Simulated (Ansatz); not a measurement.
Molecule: sum formula FeOH₂, net charge 0, quintet state. The spin state was set by rule; other spins were not relaxed. 
Geometry from a B3LYP-D3(BJ)/def2-TZVP (Ansatz, a first-principles code) optimisation:
```xyz
4

Fe     0.2357     0.0762    -0.3416
O     -0.8265    -0.2682     1.0544
H      1.2609     0.4095    -1.5632
H     -0.7772    -0.2460     2.0096
```
Charge 0, spin multiplicity 5.

Property: atomisation energy (electronic, to ground-state atoms), in eV. Correlated levels leave the core frozen unless marked. UHF or UKS for open shells. No spin-orbit coupling. Frozen are the shells of the preceding noble gas and the d and f shells that filled before the atom's block. Non-relativistic. The coupled-cluster limit lacks core correlation, which all-electron functionals hold. Basis-set limits of correlation are two-point, X^-3; Hartree-Fock from the larger set. The bracket is a focal-point correction in the basis named.

```json
[
 {"level": "BLYP-D3(BJ)/def2-TZVPD", "program": "Ansatz + dftd3", "atomisation energy (eV)": "11.52"},
 {"level": "revPBE/def2-TZVPD", "program": "Ansatz", "atomisation energy (eV)": "11.18"},
 {"level": "B3LYP/def2-TZVPD", "program": "Ansatz", "atomisation energy (eV)": "11.32"},
 {"level": "B2GP-PLYP/def2-TZVPD", "program": "Ansatz", "atomisation energy (eV)": "11.09"},
 {"level": "RI-MP2/def2-TZVPP", "program": "Ansatz", "atomisation energy (eV)": "11.22"},
 {"level": "CCSD(T)/def2-SVPD", "program": "Ansatz", "atomisation energy (eV)": "10.86"},
 {"level": "RI-MP2/CBS(def2-TZVPPD,def2-QZVPPD)+[CCSD(T)-MP2]/def2-TZVPPD", "program": "Ansatz", "atomisation energy (eV)": "11.38"}
]
```
